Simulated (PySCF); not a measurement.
Ga(Me)2(SiH3), SMILES [CH3][Ga]([CH3])[SiH3], singlet at its CAM-B3LYP/def2-SVP optimised geometry (Å):

```
13

Ga     0.0693    -0.4274     0.0000
C     -0.8341    -2.1839     0.0286
H     -0.4727    -2.7850     0.8787
H     -0.5754    -2.7449    -0.8850
H     -1.9290    -2.1171     0.0897
C      2.0444    -0.4274     0.0000
H      2.4158    -0.8928     0.9282
H      2.4855     0.5755    -0.0812
H      2.4231    -1.0429    -0.8323
Si    -1.1996     1.6355     0.0000
H     -0.4440     2.7850    -0.5810
H     -1.5531     2.0125     1.4041
H     -2.4855     1.5162    -0.7509
```

Method: CAM-B3LYP/def2-TZVP in PySCF.

Map of the electron localisation function on the plane z = 0.6 Å:

```
|                           |
|                           |
|                           |
|           ....            |
|          ..--:            |
|       .::::-=-.           |
|      .-+*=---:            |
|      .=#%+--:.            |
|     .:=#-..:..    .:.     |
|     ..-+.  --:   .*%*:    |
|     ..:-:.=##=   +%@%+    |
|       ..-#%%#-..:*@@%+.   |
|        .+%%+:::==+##*:    |
|         -+-...:**+*+-.    |
|         .:..-:.###%%+:    |
|         .::.:..*#%@@%=.   |
|      :-::+*-..:=+%@@%=.   |
|     =%@%**#%*-..:*%%*:    |
|    .%@@@%+*#*:   :==:     |
|    .%@@@%*%@#-            |
|     +%@%+#@@@*.           |
|     .=+--#@@@#.           |
|       ...+%@%+.           |
|          :+*+:            |
|           ...             |
|                           |
|                           |
```
Scale: ten equal steps from 0.000 (start of ' ') to 0.992 (end of '@'), in the order ' .:-=+*#%@'; x runs from -5.00 to 5.00, y from -5.00 (bottom) to 5.00 (top).
